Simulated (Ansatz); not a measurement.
Gas-phase electronic energies from Ansatz, PBE0-D4/def2-TZVP geometries. CCSD(T)/CBS is the MP2 limit (def2-TZVPP, def2-QZVPP) plus CCSD(T) − MP2 in def2-TZVPP, frozen cores. Functionals use def2-TZVPP. HSE06 is defined as in plane-wave codes. Each species was taken in one conformer, which may not be the lowest.

Consider the isomerisation: `B[SiH2]CS` → `CBS[SiH3]`.

`B[SiH2]CS`:

```xyz
11

B    -0.939   -0.228    2.010
Si    0.010   -0.784    0.330
C     0.291    0.639   -0.878
S     1.152    0.055   -2.354
H    -1.291    0.895    2.226
H    -1.173   -1.046    2.850
H     1.328   -1.381    0.695
H    -0.787   -1.849   -0.346
H    -0.681    1.063   -1.145
H     0.876    1.411   -0.373
H     1.215    1.224   -3.014
```

`CBS[SiH3]`:

Z-matrix (Å, degrees):
```
C
B 1 1.556
H 1 1.097 2 109.4
H 1 1.091 2 115.0 3 -122.7
H 1 1.097 2 109.4 3 114.7
S 2 1.793 1 120.7 3 122.6
H 2 1.200 1 120.8 3 -57.3
Si 6 2.149 2 99.2 1 -180.0
H 8 1.484 6 107.0 2 -179.8
H 8 1.483 6 110.3 2 -60.5
H 8 1.483 6 110.3 2 60.9
```

(1) Is it downhill or uphill in electronic energy at CCSD(T)/CBS, and by how much? (An estimate is asked.)

(2) What do these levels give: PBE0-D4, r2SCAN0-D4, HSE06-D4, PBE, CCSD(T)/def2-SVP, MP2/def2-TZVPP? (An estimate is asked.)

Largest T1 diagnostic among the species: 0.013.

Results:

(1) The calculation gave: Downhill: ΔE = -2.51 eV.

(2) Ansatz gave: PBE0-D4 -2.54, r2SCAN0-D4 -2.60, HSE06-D4 -2.54, PBE -2.53, CCSD(T)/def2-SVP -2.63, MP2/def2-TZVPP -2.62 eV.

In def2-TZVPP, CCSD(T) changes the Hartree–Fock value by −0.04 eV (the triples alone add −0.03 eV) and MP2 by −0.16 eV. At CCSD(T), def2-SVP lies −0.12 eV from the extrapolated value and def2-TZVPP +0.01 eV.
